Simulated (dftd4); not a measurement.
Cl$_{3}$Ti, doublet, at a GFN2-xTB geometry (such geometries of metal compounds can be far from the true shape); dftd4 with D4 for hf.

Here is a job for dftd4.
```
$ dftd4 mol.xyz --func hf --charge 0 --json dftd4.json --noedisp

# file mol.xyz
4

Ti    -0.07313286    -0.25894649    -0.17957005
Cl     2.02625162    -0.11980684    -0.40106979
Cl    -0.74536583    -0.82514572     1.74484115
Cl    -1.18624328     1.28005978    -1.11138659
```

### Question
Predict the main parts of the log of this dftd4 run.

### Answer

```
                    ____  _____ _____     ____  _  _
      -------------|  _ \|  ___|_   _|---|  _ \| || |------------
     |             | | | | |_    | | ___ | | | | || |_           |
     |             | |_| |  _|   | ||___|| |_| |__   _|          |
     |             |____/|_|     |_|     |____/   |_|            |
     |             ===================================           |
     |            E. Caldeweyher, S. Ehlert & S. Grimme          |
     |          Mulliken Center for Theoretical Chemistry        |
     |                    University of Bonn                     |
      -----------------------------------------------------------

Rational (Becke-Johnson) damping: hf-D4-ATM
---------------------
  s6         1.0000
  s8         1.6168
  s9         1.0000
  a1         0.4496
  a2         3.3574
 alp        16.0000
--------------------

Dispersion energy:      -1.5732663716699E-02 Eh

[Info] JSON dump of results written to 'dftd4.json'
```
